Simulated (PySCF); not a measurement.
B3LYP has the VWN-RPA correlation part, as in Gaussian. Delta-SCF ions had no search for a lower state. Excitations are Tamm–Dancoff values on a coarser integration grid. The basis has no diffuse functions, so Rydberg states are missing or too high.

Species: C$_{2}$H$_{4}$N$_{2}$, SMILES `N(C)C#N` (charge 0, multiplicity 1).

### Question
Estimate the HOMO–LUMO gap, S1 excitation (TDA) and vertical ionisation energy (Delta-SCF) that PySCF with B3LYP-D3(BJ)/def2-TZVP returns for this input.

### Answer

```json
{
 "HOMO–LUMO gap": "7.25 eV",
 "S1 excitation (TDA)": "5.97 eV",
 "vertical ionisation energy (Delta-SCF)": "9.89 eV"
}
```
